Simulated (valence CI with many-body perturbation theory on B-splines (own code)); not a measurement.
Forbidden lines of Pr XXXVIII

Computed by valence CI with perturbative core correlation (CI+MBPT): four valence electrons over a frozen Dirac-Fock core [Ar], radial functions for each j: 9 s, 9 p, 10 d, 8 f, 5 g, 3 h, 1 i, with the one-electron correlation potential Σ1 (screened to all orders), the two-electron term Σ2, the three-electron term Σ3, Breit, model QED; selected single and double excitations, second order for the rest (own B-spline code, finite nucleus).

The last digits are not significant, and no measured levels were compared; by estimate large intervals hold to a few tenths of a per cent, small ones and those within an open d or f shell to about a per cent. Only levels of the ground parity were solved; by the run's estimate the other parity begins above the list, which can be wrong where configurations are misplaced.

Lines 1 to 50 of 120 in falling wavelength, among levels below 137.00 eV, chosen from the decays that carry over 1 % of a level's rate. Wavelengths and rates use the calculated energies. Electric multipoles are in the length gauge, E1 and E2 with the static RPA response of the core. Weak lines are less certain than strong ones. Lines between different terms over intervals too small for the method are left out, as are lines whose strength nearly cancels. The highest levels of a list are the least certain. Branching is blank where the lifetime is uncertain.

Levels are named by their leading jj configuration (3d3/2^4 stands for four electrons in 3d with j = 3/2), which in mixed levels can hold well under half, so a name can repeat and another be missing. Letters in brackets count levels of one name in rising energy.

```
λ vac (nm)                      Upper                      Lower  Type   A (s⁻¹)  Branch %
      1496        (3d3/2^3 3d5/2) J=4        (3d3/2^3 3d5/2) J=2    E2  5.94e-08          
     556.1      (3d3/2^2 3d5/2^2) J=6      (3d3/2^2 3d5/2^2) J=5    M1  4.98e+01      97.7
     510.6        (3d3/2^3 3d5/2) J=3        (3d3/2^3 3d5/2) J=4    M1  9.35e+01      18.6
     380.7        (3d3/2^3 3d5/2) J=3        (3d3/2^3 3d5/2) J=2    M1  4.07e+02      81.3
     262.5  (3d3/2^2 3d5/2^2) J=2 [b]      (3d3/2^2 3d5/2^2) J=1    M1  5.46e+02       1.7
     244.5      (3d3/2^2 3d5/2^2) J=5  (3d3/2^2 3d5/2^2) J=4 [a]    M1  6.71e+02       1.3
     220.3  (3d3/2^2 3d5/2^2) J=4 [b]      (3d3/2^2 3d5/2^2) J=5    M1  2.39e+02       1.1
     146.9        (3d3/2^3 3d5/2) J=2        (3d3/2^3 3d5/2) J=1    M1  9.09e+03      99.9
     141.7  (3d3/2^2 3d5/2^2) J=4 [b]  (3d3/2^2 3d5/2^2) J=3 [a]    M1  3.17e+03      14.2
     137.5      (3d3/2^2 3d5/2^2) J=1  (3d3/2^2 3d5/2^2) J=0 [a]    M1  5.54e+03       3.8
     130.3  (3d3/2^2 3d5/2^2) J=3 [b]  (3d3/2^2 3d5/2^2) J=3 [a]    M1  8.63e+02       1.0
     123.0    (3d3/2 3d5/2^3) J=4 [a]  (3d3/2^2 3d5/2^2) J=3 [b]    M1  1.68e+03       1.1
     115.9  (3d3/2^2 3d5/2^2) J=4 [b]  (3d3/2^2 3d5/2^2) J=4 [a]    M1  6.37e+02       2.9
     114.3  (3d3/2^2 3d5/2^2) J=2 [b]  (3d3/2^2 3d5/2^2) J=2 [a]    M1  4.21e+03      13.0
     110.6  (3d3/2^2 3d5/2^2) J=2 [d]  (3d3/2^2 3d5/2^2) J=2 [c]    M1  3.46e+03       9.8
     108.3    (3d3/2 3d5/2^3) J=3 [c]    (3d3/2 3d5/2^3) J=2 [a]    M1  7.00e+03       4.5
     108.1  (3d3/2^2 3d5/2^2) J=3 [b]  (3d3/2^2 3d5/2^2) J=4 [a]    M1  9.21e+02       1.1
     105.1    (3d3/2 3d5/2^3) J=3 [b]    (3d3/2 3d5/2^3) J=3 [a]    M1  4.17e+03       2.2
     87.04    (3d3/2 3d5/2^3) J=1 [b]        (3d3/2 3d5/2^3) J=0    M1  6.70e+03       2.6
     82.51    (3d3/2 3d5/2^3) J=2 [b]    (3d3/2 3d5/2^3) J=2 [a]    M1  1.14e+04       5.4
     82.42  (3d3/2^2 3d5/2^2) J=4 [a]        (3d3/2^3 3d5/2) J=3    M1  1.11e+04      12.4
     77.00    (3d3/2 3d5/2^3) J=3 [a]  (3d3/2^2 3d5/2^2) J=4 [b]    M1  8.79e+03       2.9
     75.25    (3d3/2 3d5/2^3) J=4 [a]      (3d3/2^2 3d5/2^2) J=5    M1  6.51e+03       4.2
     72.96    (3d3/2 3d5/2^3) J=2 [a]  (3d3/2^2 3d5/2^2) J=2 [c]    M1  1.92e+04       6.9
     72.95  (3d3/2^2 3d5/2^2) J=3 [a]        (3d3/2^3 3d5/2) J=3    M1  5.59e+04      55.7
     71.94    (3d3/2 3d5/2^3) J=3 [c]  (3d3/2^2 3d5/2^2) J=2 [d]    M1  2.78e+03       1.8
     70.96  (3d3/2^2 3d5/2^2) J=4 [a]        (3d3/2^3 3d5/2) J=4    M1  7.83e+04      87.6
     69.77    (3d3/2 3d5/2^3) J=1 [b]  (3d3/2^2 3d5/2^2) J=2 [d]    M1  4.33e+04      16.7
     69.61        (3d3/2^3 3d5/2) J=1              (3d3/2^4) J=0    M1  8.42e+04     100.0
     68.33    (3d3/2 3d5/2^3) J=3 [b]  (3d3/2^2 3d5/2^2) J=2 [c]    M1  3.06e+03       1.6
     66.13    (3d3/2 3d5/2^3) J=1 [a]  (3d3/2^2 3d5/2^2) J=2 [b]    M1  1.87e+04       4.7
     65.65    (3d3/2 3d5/2^3) J=1 [b]    (3d3/2 3d5/2^3) J=1 [a]    M1  6.50e+03       2.5
     65.22  (3d3/2^2 3d5/2^2) J=0 [b]    (3d3/2 3d5/2^3) J=1 [a]    M1  1.53e+04      14.1
     64.39  (3d3/2^2 3d5/2^2) J=2 [a]        (3d3/2^3 3d5/2) J=2    M1  4.00e+04      21.6
     63.58  (3d3/2^2 3d5/2^2) J=2 [c]  (3d3/2^2 3d5/2^2) J=2 [a]    M1  1.04e+04       4.8
     63.27    (3d3/2 3d5/2^3) J=4 [a]  (3d3/2^2 3d5/2^2) J=3 [a]    M1  1.16e+04       7.5
     62.76        (3d3/2 3d5/2^3) J=5  (3d3/2^2 3d5/2^2) J=4 [b]    M1  4.62e+04      33.2
     62.42  (3d3/2^2 3d5/2^2) J=2 [d]  (3d3/2^2 3d5/2^2) J=2 [b]    M1  1.08e+04      30.6
     62.02    (3d3/2 3d5/2^3) J=3 [c]  (3d3/2^2 3d5/2^2) J=4 [c]    M1  2.94e+04      19.0
     61.38  (3d3/2^2 3d5/2^2) J=2 [d]  (3d3/2^2 3d5/2^2) J=3 [b]    M1  7.61e+03      21.6
     61.22  (3d3/2^2 3d5/2^2) J=3 [a]        (3d3/2^3 3d5/2) J=2    M1  4.42e+04      44.0
     59.58    (3d3/2 3d5/2^3) J=2 [b]  (3d3/2^2 3d5/2^2) J=2 [d]    M1  4.61e+03       2.2
     57.54    (3d3/2 3d5/2^3) J=4 [a]  (3d3/2^2 3d5/2^2) J=4 [a]    M1  9.54e+04      61.8
     56.55    (3d3/2 3d5/2^3) J=2 [b]    (3d3/2 3d5/2^3) J=1 [a]    M1  1.38e+04       6.5
     55.00      (3d3/2^2 3d5/2^2) J=5        (3d3/2^3 3d5/2) J=4    M1  5.08e+04      98.7
     53.55        (3d3/2 3d5/2^3) J=5      (3d3/2^2 3d5/2^2) J=6    M1  2.90e+04      20.9
     53.39    (3d3/2 3d5/2^3) J=4 [b]    (3d3/2 3d5/2^3) J=3 [a]    M1  5.90e+03       2.3
     52.82    (3d3/2 3d5/2^3) J=1 [a]      (3d3/2^2 3d5/2^2) J=1    M1  7.13e+04      17.8
     52.01  (3d3/2^2 3d5/2^2) J=4 [c]      (3d3/2^2 3d5/2^2) J=5    M1  7.82e+03       4.5
     51.37        (3d3/2 3d5/2^3) J=6      (3d3/2^2 3d5/2^2) J=6    M1  5.74e+04      45.9
```
